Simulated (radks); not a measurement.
The indium ion In2+ inside a hard spherical wall (all orbitals vanish at R), configuration held at [Kr] 4d10 5s1 and not refilled when levels cross. Calculated with a radial shooting solver on a logarithmic mesh with Libxc functionals: scalar-relativistic Kohn-Sham, r2SCAN, spin-polarised, spherical densities, finite nucleus; open shells are filled with parallel spins first (spin-orbit coupling, left out, can overturn this in heavy ions); meta-GGA in the generalised Kohn-Sham scheme; Fermi nuclear charge, rms radius 4.6156 fm. Eigenvalues in eV for spin up, with the zero of energy where the potential of the charges vanishes at infinity; a dash marks a level that is unbound or too diffuse for the functional's potential to be trusted. A positive occupied level is held by the wall or, in an anion where self-interaction has pushed it up, behind a barrier. The pressure on the wall is -dE/dV.

R (bohr),E (hartree),kinetic (hartree),e(4s),e(4p),e(4d),e(5s),"e(5p, empty)","e(6s, empty)",pressure (GPa)
free,-5881.42047,6130.290,-140.97,-98.488,-37.212,-24.371,-16.279,-,0
20,-5881.42047,6130.290,-140.97,-98.488,-37.212,-24.371,-16.279,-,< 0.0001
8,-5881.42046,6130.291,-140.97,-98.487,-37.211,-24.371,-16.273,-3.908,0.00129
7,-5881.42032,6130.293,-140.97,-98.481,-37.205,-24.364,-16.244,-2.943,0.0153
6,-5881.41921,6130.305,-140.93,-98.443,-37.169,-24.316,-16.090,-0.618,0.172
5,-5881.41073,6130.379,-140.73,-98.251,-36.992,-24.009,-15.352,5.531,1.82
3.5,-5881.23078,6131.466,-138.65,-96.226,-35.091,-19.364,-7.738,41.171,74.8
3,-5880.87759,6133.318,-135.88,-93.565,-32.436,-12.286,2.015,75.445,310
2,-5875.20255,6158.819,-113.09,-70.892,-6.662,59.427,86.761,296.56,10100
1.5,-5853.15264,6242.445,-62.312,-16.199,57.548,239.76,279.52,707.36,96700
